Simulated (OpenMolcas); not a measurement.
## Ta I: effect of the active space

| Quantity | Value |
| --- | --- |
| Program | OpenMolcas |
| Method | CASSCF |
| Basis | ANO-RCC-MB |
| Scalar Hamiltonian | DKH2, point nucleus |
| Spin-orbit coupling | RASSI with atomic mean-field integrals over the reference wave functions, term energies averaged over their components |

A. 3 electrons in 5 orbitals (5d); 2S+1 = 4 even, 10 roots; 2S+1 = 2 even, 40 roots; cost roughly 10 core-seconds
B. 5 electrons in 6 orbitals (5d 6s); 2S+1 = 4 even, 50 roots; 2S+1 = 6 even, 6 roots kept (CI in the orbitals of an earlier block); 2S+1 = 2 even, 81 roots kept (CI in the orbitals of an earlier block); cost of the order of 70 core-seconds

Energies in cm⁻¹ above 5d³ 6s² ⁴F_3/2, the measured ground level; measured values from NIST Handbook of Basic Atomic Spectroscopic Data.

```tsv
Level	A	B	Measured
5d³ 6s² ⁴F_3/2	0.0	0.0	0.0
5d³ 6s² ⁴F_5/2	2018	1979	2010
5d³ 6s² ⁴F_7/2	4156	4022	3964
5d³ 6s² ⁴F_9/2	6157	5790	5621
5d³ 6s² ⁴P_1/2 [58 %]	10987	7720	6049
5d³ 6s² ²G_7/2	12672	11767	
5d³ 6s² ⁴P_5/2	13906	9906	9253
5d³ 6s² ²D_3/2(1) [51 %]	15878	12801	
5d³ 6s² ²P_1/2	16797	14886	
5d³ 6s² ²H_11/2	17844	18061	
5d³ 6s² ²D_5/2(1)	19582	15110	
5d³ 6s² ²P_3/2 [58 %]	21561	19393	
5d³ 6s² ²F_7/2	25792	20949	
5d³ 6s² ²F_5/2	26044	20869
```

Deviations, from unrounded energies. A percentage is the sum of absolute deviations over the sum of measured energies, with the sign that they share, or ± where signs differ.

```json
{"Against measurement": "mean absolute deviation (cm-1)", "Levels": "5", "A": "2100", "B": "520"}
{"Against measurement": "fine structure of the ground term (%)", "Levels": "3", "A": "+6.3", "B": "±2.2"}
{"Against measurement": "other terms of the ground configuration (%)", "Levels": "2", "A": "+62.7", "B": "+15.2"}
```

B lies closest to measurement on these levels. The largest miss of B in the table is 5d³ 6s² ⁴P_1/2 [58 %], by +1700 cm-1. The ranking rests on the paired levels alone, and a cruder setting can come out closer through cancelling errors.

Between A and B the level of the table that moves most is 5d³ 6s² ²F_5/2, by 5200 cm-1 (lowest in B, highest in A).

Without dynamic correlation excited terms often stand tens of per cent too high (terms of higher spin than the ground term too low), and those without a measured partner can miss by more than the paired ones. With the s shell closed, the reference lacks s² → p², s² → d² and s → d mixing, so excited terms can stand far too high and out of order, with CASPT2 too (holds for A). Terms from blocks run as CI alone lack orbitals of their own (holds for B). Configurations are named by rounded mean occupations; where the s occupation lies near a half they are strongly mixed, a name can repeat and a true partner stay unpaired (holds for B). Measured partners are found by configuration, term and J. A level has none where our copy of the source lacks it or the pairing is in doubt (some pairs that miss far off the trend of their configuration count as doubtful), and it then counts in no deviation. Levels of configurations outside the active space are missing. The table leaves out levels that lie high or whose names do not pair safely across all columns.

A share in square brackets marks a mixed level and gives the weight of the term that names it, the lowest over the columns. A number in round brackets counts repeated terms of one configuration in the order of the reference energies.
